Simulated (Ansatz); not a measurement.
Problem. Name a neutral molecule of C, Cl, Ge, O and H with size of the dipole moment (B3LYP/def2-TZVPP) between 0.45 and 0.75 D and HOMO–LUMO gap (ωB97M-V/def2-TZVPP) between 9.75 and 10.05 eV (Ansatz, PBE0-D4/def2-TZVP geometry).

Solution. `O=[CH][GeH2][Cl]` (0.48 D, 10.02 eV). Other molecules can fit too; these were computed, each in one conformer that needn't be the lowest.

B3LYP here is the variant with VWN-RPA as its local correlation; programs differ in this.
